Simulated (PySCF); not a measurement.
C5H11O3Si, doublet, at a GFN2-xTB geometry; MP2/6-31G (PySCF).

Input for PySCF:
```python
from pyscf import gto, scf, mp

mol = gto.Mole()
mol.atom = '''
    C     0.47476788   -2.15767807   -1.56865072
    O     0.80322753   -1.02794851   -0.92492147
    Si    0.02154072   -0.05661677    0.12718505
    C     1.37571237    1.10657994    0.72739875
    C     2.53830538    1.32150269    0.13107463
    O    -0.64717686   -0.99982879    1.26172933
    C    -1.57739484   -0.65372354    2.25215674
    O    -1.24207203    0.76191139   -0.51812243
    C    -1.23165743    1.67283186   -1.58370268
    H     1.27888309   -2.64535900   -2.08605400
    H    -0.43987139   -2.66479993   -1.33060450
    H     1.16151296    1.66261778    1.63380699
    H     3.26901247    2.01593753    0.51732368
    H     2.80765437    0.79738726   -0.77027418
    H    -2.00793395   -1.57817947    2.63801828
    H    -2.36620977   -0.02398826    1.83973178
    H    -1.08123893   -0.11888479    3.06518723
    H    -2.25649335    2.01185881   -1.73804020
    H    -0.86368693    1.19698658   -2.49529489
    H    -0.59342822    2.52890795   -1.35353480
'''
mol.basis = '6-31g'
mol.spin = 1
mol.verbose = 4
mol.build()

mf = scf.UHF(mol)
mf.kernel()

pt = mp.MP2(mf, frozen=13)
pt.kernel()
print('E(MP2) = %.10f' % pt.e_tot)
mf.analyze()
```

The log (banner, timings and long lists left out):

```
PySCF version 2.14.0

[INPUT] verbose = 4
[INPUT] num. atoms = 20
[INPUT] num. electrons = 79
[INPUT] charge = 0
[INPUT] spin (= nelec alpha-beta = 2S) = 1
[INPUT] symmetry False subgroup None
[INPUT] Mole.unit = angstrom
[INPUT] Symbol           X                Y                Z      unit          X                Y                Z       unit  Magmom
[...]
nuclear repulsion = 578.438873170759
number of shells = 69
number of NR pGTOs = 266
number of NR cGTOs = 107
basis = 6-31g
ecp = {}

******** <class 'pyscf.scf.uhf.UHF'> ********
method = UHF
initial guess = minao
damping factor = 0
level_shift factor = 0
DIIS = <class 'pyscf.scf.diis.CDIIS'>
diis_start_cycle = 1
diis_space = 8
diis_damp = 0
SCF conv_tol = 1e-09
SCF conv_tol_grad = None
SCF max_cycles = 50
direct_scf = True
direct_scf_tol = 1e-13
number electrons alpha = 40  beta = 39
Set gradient conv threshold to 3.16228e-05
init E= -710.810203985165

cycle= 1 E= -708.904301565726  delta_E= 1.91  |g|= 0.53  |ddm|= 2.88
cycle= 2 E= -709.019420669681  delta_E= -0.115  |g|= 0.291  |ddm|= 0.695
cycle= 3 E= -709.052602222913  delta_E= -0.0332  |g|= 0.0525  |ddm|= 0.233
cycle= 4 E= -709.054781660363  delta_E= -0.00218  |g|= 0.0143  |ddm|= 0.0817
cycle= 5 E= -709.055022958136  delta_E= -0.000241  |g|= 0.00759  |ddm|= 0.0229
cycle= 6 E= -709.055125971155  delta_E= -0.000103  |g|= 0.00316  |ddm|= 0.0183
cycle= 7 E= -709.05514313122  delta_E= -1.72e-05  |g|= 0.00135  |ddm|= 0.00841
cycle= 8 E= -709.055145387313  delta_E= -2.26e-06  |g|= 0.000514  |ddm|= 0.00276
cycle= 9 E= -709.055145874848  delta_E= -4.88e-07  |g|= 0.000246  |ddm|= 0.00136
cycle= 10 E= -709.05514604473  delta_E= -1.7e-07  |g|= 0.0002  |ddm|= 0.000566
cycle= 11 E= -709.055146182285  delta_E= -1.38e-07  |g|= 0.00019  |ddm|= 0.000432
cycle= 12 E= -709.055146320335  delta_E= -1.38e-07  |g|= 0.000188  |ddm|= 0.00042
cycle= 13 E= -709.055146414205  delta_E= -9.39e-08  |g|= 0.000189  |ddm|= 0.000283
cycle= 14 E= -709.055146315613  delta_E= 9.86e-08  |g|= 0.000188  |ddm|= 0.000297
cycle= 15 E= -709.055145421618  delta_E= 8.94e-07  |g|= 0.000183  |ddm|= 0.00274
cycle= 16 E= -709.055140689899  delta_E= 4.73e-06  |g|= 0.000153  |ddm|= 0.0164
cycle= 17 E= -709.055135122336  delta_E= 5.57e-06  |g|= 0.000133  |ddm|= 0.0266
cycle= 18 E= -709.055133334497  delta_E= 1.79e-06  |g|= 0.000122  |ddm|= 0.0114
cycle= 19 E= -709.055131785585  delta_E= 1.55e-06  |g|= 0.00011  |ddm|= 0.0109
cycle= 20 E= -709.055117026858  delta_E= 1.48e-05  |g|= 0.000462  |ddm|= 0.0615
cycle= 21 E= -709.055132018768  delta_E= -1.5e-05  |g|= 0.00013  |ddm|= 0.0632
cycle= 22 E= -709.055135271337  delta_E= -3.25e-06  |g|= 0.000152  |ddm|= 0.0215
cycle= 23 E= -709.055139369171  delta_E= -4.1e-06  |g|= 0.000238  |ddm|= 0.0204
cycle= 24 E= -709.055136755466  delta_E= 2.61e-06  |g|= 0.000195  |ddm|= 0.0122
cycle= 25 E= -709.055134540009  delta_E= 2.22e-06  |g|= 0.000185  |ddm|= 0.0126
cycle= 26 E= -709.05513365318  delta_E= 8.87e-07  |g|= 0.000175  |ddm|= 0.00572
cycle= 27 E= -709.055133500638  delta_E= 1.53e-07  |g|= 0.000165  |ddm|= 0.00103
cycle= 28 E= -709.05513332652  delta_E= 1.74e-07  |g|= 0.00016  |ddm|= 0.00118
cycle= 29 E= -709.055127415648  delta_E= 5.91e-06  |g|= 0.000263  |ddm|= 0.0386
cycle= 30 E= -709.055134107886  delta_E= -6.69e-06  |g|= 0.000194  |ddm|= 0.0438
cycle= 31 E= -709.05513438112  delta_E= -2.73e-07  |g|= 0.000202  |ddm|= 0.00175
cycle= 32 E= -709.055135802148  delta_E= -1.42e-06  |g|= 0.000201  |ddm|= 0.00842
cycle= 33 E= -709.055132918398  delta_E= 2.88e-06  |g|= 0.000162  |ddm|= 0.0182
cycle= 34 E= -709.055132449804  delta_E= 4.69e-07  |g|= 0.000159  |ddm|= 0.0033
cycle= 35 E= -709.055132616233  delta_E= -1.66e-07  |g|= 0.00016  |ddm|= 0.00118
cycle= 36 E= -709.055131427189  delta_E= 1.19e-06  |g|= 0.000156  |ddm|= 0.00851
cycle= 37 E= -709.055131435763  delta_E= -8.57e-09  |g|= 0.000156  |ddm|= 6.43e-05
cycle= 38 E= -709.055120979873  delta_E= 1.05e-05  |g|= 0.000369  |ddm|= 0.0494
[...]
SCF not converged.
E(UMP2) = -709.879579950332  E_corr = -0.824452535587444
E(SCS-UMP2) = -709.875725902833  E_corr = -0.820598488087788
E(MP2) = -709.8795799503
Total Energy =                        -709.055127414744902
[...]
spin_pop of  5 O 3pz       0.00001
spin_pop of  6 C 1s        0.00000
spin_pop of  6 C 2s       -0.00001
spin_pop of  6 C 3s        0.00000
spin_pop of  6 C 2px      -0.00003
spin_pop of  6 C 2py      -0.00004
spin_pop of  6 C 2pz      -0.00001
spin_pop of  6 C 3px       0.00001
spin_pop of  6 C 3py      -0.00000
spin_pop of  6 C 3pz       0.00000
spin_pop of  7 O 1s       -0.00000
spin_pop of  7 O 2s        0.00036
spin_pop of  7 O 3s        0.00012
spin_pop of  7 O 2px       0.00203
spin_pop of  7 O 2py      -0.00016
spin_pop of  7 O 2pz       0.00002
spin_pop of  7 O 3px       0.00004
spin_pop of  7 O 3py       0.00001
spin_pop of  7 O 3pz       0.00000
spin_pop of  8 C 1s        0.00000
spin_pop of  8 C 2s       -0.00001
spin_pop of  8 C 3s       -0.00000
spin_pop of  8 C 2px       0.00004
spin_pop of  8 C 2py       0.00002
spin_pop of  8 C 2pz      -0.00013
spin_pop of  8 C 3px       0.00002
spin_pop of  8 C 3py       0.00000
spin_pop of  8 C 3pz       0.00001
spin_pop of  9 H 1s       -0.05782
spin_pop of  9 H 2s        0.00079
spin_pop of  10 H 1s       -0.05605
spin_pop of  10 H 2s        0.00055
spin_pop of  11 H 1s       -0.00731
spin_pop of  11 H 2s        0.00005
spin_pop of  12 H 1s        0.00725
spin_pop of  12 H 2s       -0.00007
spin_pop of  13 H 1s        0.00698
spin_pop of  13 H 2s       -0.00007
spin_pop of  14 H 1s        0.00011
spin_pop of  14 H 2s        0.00000
spin_pop of  15 H 1s       -0.00000
spin_pop of  15 H 2s       -0.00000
spin_pop of  16 H 1s       -0.00000
spin_pop of  16 H 2s        0.00000
spin_pop of  17 H 1s       -0.00004
spin_pop of  17 H 2s        0.00000
spin_pop of  18 H 1s       -0.00008
spin_pop of  18 H 2s       -0.00004
spin_pop of  19 H 1s        0.00003
spin_pop of  19 H 2s        0.00002
 ** Mulliken Spin Density (per atom)  **
spin density of  0 C =      1.04364
spin density of  1 O =      0.07014
spin density of  2 Si =     -0.00398
spin density of  3 C =      0.12845
spin density of  4 C =     -0.13608
spin density of  5 O =      0.00123
spin density of  6 C =     -0.00007
spin density of  7 O =      0.00243
spin density of  8 C =     -0.00005
spin density of  9 H =     -0.05703
spin density of  10 H =     -0.05550
spin density of  11 H =     -0.00726
spin density of  12 H =      0.00718
spin density of  13 H =      0.00691
spin density of  14 H =      0.00011
spin density of  15 H =     -0.00000
spin density of  16 H =      0.00000
spin density of  17 H =     -0.00004
spin density of  18 H =     -0.00012
spin density of  19 H =      0.00004
 ** Mulliken pop alpha/beta on meta-lowdin orthogonal AOs **
 ** Mulliken pop       alpha | beta **
In total            40.00000 | 39.00000
 ** Mulliken atomic charges   ( Nelec_alpha | Nelec_beta ) **
charge of  0C =     -0.04881  (     3.54622      2.50259 )
charge of  1O =     -0.63326  (     4.35170      4.28156 )
charge of  2Si =      1.54124  (     6.22739      6.23137 )
charge of  3C =     -0.39612  (     3.26229      3.13384 )
charge of  4C =     -0.16630  (     3.01511      3.15119 )
charge of  5O =     -0.68758  (     4.34440      4.34318 )
charge of  6C =     -0.05664  (     3.02828      3.02835 )
charge of  7O =     -0.69702  (     4.34972      4.34729 )
charge of  8C =     -0.05788  (     3.02891      3.02897 )
charge of  9H =      0.11573  (     0.41362      0.47065 )
charge of  10H =      0.10911  (     0.41770      0.47319 )
charge of  11H =      0.10875  (     0.44200      0.44926 )
charge of  12H =      0.11209  (     0.44755      0.44036 )
charge of  13H =      0.12269  (     0.44211      0.43520 )
charge of  14H =      0.11762  (     0.44124      0.44113 )
charge of  15H =      0.10782  (     0.44609      0.44609 )
charge of  16H =      0.09326  (     0.45337      0.45337 )
charge of  17H =      0.11839  (     0.44079      0.44083 )
charge of  18H =      0.09986  (     0.45001      0.45013 )
charge of  19H =      0.09704  (     0.45150      0.45146 )
Dipole moment(X, Y, Z, Debye): -0.26314,  1.99941, -0.15376
```

Convergence was not reached.
